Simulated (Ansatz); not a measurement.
Name a neutral molecule of B, C, O, S and H with size of the dipole moment (B3LYP/def2-TZVPP) between 0.60 and 0.90 D and HOMO energy (PBE0/def2-TZVPP) between -7.45 and -7.15 eV (Ansatz, PBE0-D4/def2-TZVP geometry).

`CB(O)SCO` (0.88 D, -7.45 eV); `OBSCO` (0.70 D, -7.43 eV). Other molecules can fit too; these were computed, each in one conformer that needn't be the lowest.

B3LYP here is the variant with VWN-RPA as its local correlation; programs differ in this.
